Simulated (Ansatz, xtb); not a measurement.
**Relative energy of two isomers of C4H5BrO3**

Structure a: `O=C1OCC(Br)CO1`, a singlet. Structure b: `COC(=O)O/C=C\Br`, a singlet. Both are isolated molecules in the gas phase, relaxed with r2SCAN-D4/def2-SVP; the shapes shown needn't be the lowest conformers.

a (Å):

```xyz
13

C     0.5358    2.1129    0.2698
C     1.5471   -0.0858    0.6539
C     1.4790   -0.2630   -0.8454
C     1.8809    1.0484   -1.4799
Br    2.6885   -1.6834   -1.4111
O    -0.0922    3.0458    0.6675
O     0.7243    1.0176    1.0437
O     1.0414    2.0963   -0.9864
H     2.5899    0.0996    0.9680
H     1.1672   -0.9616    1.1980
H     0.4698   -0.5655   -1.1641
H     2.9362    1.2766   -1.2457
H     1.7572    1.0420   -2.5717
```

b (Å):

```xyz
13

C    -0.9393   -1.6018    0.7061
C     0.8140   -0.3336   -0.1324
C     2.3641    1.1199   -1.0633
C     2.7118    2.2352   -1.7125
Br    1.4821    3.5065   -2.3371
O    -0.5010   -0.4314    0.0117
O     1.6445   -1.1139    0.2542
O     1.0576    0.8200   -0.8034
H    -0.6312   -2.5088    0.1655
H    -0.5155   -1.6296    1.7206
H    -2.0319   -1.5313    0.7473
H     3.0986    0.3916   -0.7070
H     3.7597    2.4607   -1.9133
```

Quicker runs give these differences E(b) − E(a): GFN2-xTB +18.7 kcal/mol; HF/STO-3G +31.4 kcal/mol (at GFN2-xTB geometries); r2SCAN-D4/def2-SVP//GFN2-xTB +14.3 kcal/mol.

Task: Estimate E(b) − E(a) at the level CCSD(T)/def2-SVP + ΔMP2/def2-TZVPP.

Result: Calculated at CCSD(T)/def2-SVP + ΔMP2/def2-TZVPP: E(b) − E(a) = +13.5 kcal/mol, so structure a lies lower.

Level by level:

```json
{"level": "GFN2-xTB", "geometry": "GFN2-xTB", "E(b) − E(a) (kcal/mol)": "+18.7", "departure from the last row (kcal/mol)": "+5.3", "job, with rough time for the two": "optimisation, 0.15 s"}
{"level": "HF/STO-3G", "geometry": "GFN2-xTB", "E(b) − E(a) (kcal/mol)": "+31.4", "departure from the last row (kcal/mol)": "+18.0", "job, with rough time for the two": "single point, 0.58 s"}
{"level": "r2SCAN-D4/def2-SVP//GFN2-xTB", "geometry": "GFN2-xTB", "E(b) − E(a) (kcal/mol)": "+14.3", "departure from the last row (kcal/mol)": "+0.9", "job, with rough time for the two": "single point, 4.8 s"}
{"level": "r2SCAN-D4/def2-SVP", "geometry": "r2SCAN-D4/def2-SVP", "E(b) − E(a) (kcal/mol)": "+14.4", "departure from the last row (kcal/mol)": "+1.0", "job, with rough time for the two": "optimisation, 41 s"}
{"level": "HF/def2-SVP", "geometry": "r2SCAN-D4/def2-SVP", "E(b) − E(a) (kcal/mol)": "+11.7", "departure from the last row (kcal/mol)": "−1.8", "job, with rough time for the two": "part of the CCSD(T) run"}
{"level": "MP2/def2-SVP", "geometry": "r2SCAN-D4/def2-SVP", "E(b) − E(a) (kcal/mol)": "+15.0", "departure from the last row (kcal/mol)": "+1.5", "job, with rough time for the two": "part of the CCSD(T) run"}
{"level": "CCSD(T)/def2-SVP", "geometry": "r2SCAN-D4/def2-SVP", "E(b) − E(a) (kcal/mol)": "+13.4", "departure from the last row (kcal/mol)": "−0.1", "job, with rough time for the two": "single point"}
{"level": "CCSD(T)/def2-SVP + ΔMP2/def2-TZVPP", "geometry": "r2SCAN-D4/def2-SVP", "E(b) − E(a) (kcal/mol)": "+13.5", "departure from the last row (kcal/mol)": "", "job, with rough time for the two": "single point, 2.8 min"}
```

As drawn, b has 1 C=C in place of 2 C–C. Structure a has a 6-membered ring, b no ring.

The levels shown agree on the order. The largest departure from CCSD(T)/def2-SVP + ΔMP2/def2-TZVPP is that of HF/STO-3G, 18.0 kcal/mol. The last row adds to CCSD(T) the change of the MP2 difference between the two basis sets, here +0.1 kcal/mol.

With thermal terms from frequencies at re-optimised GFN2-xTB minima (ideal gas, soft modes damped towards free rotors, one conformer each, 298.15 K, 1 atm): on the last row, ΔE + ΔZPE = +11.3, ΔH = +12.3, ΔG = +9.5 kcal/mol.

The correlated steps freeze 16 core orbitals; the filled d shell of Br is correlated, in a basis made for valence electrons. Run with Ansatz 0.2.0, xtb 6.7.1; the last row on 4 threads of Arm Neoverse V1 on a shared host.
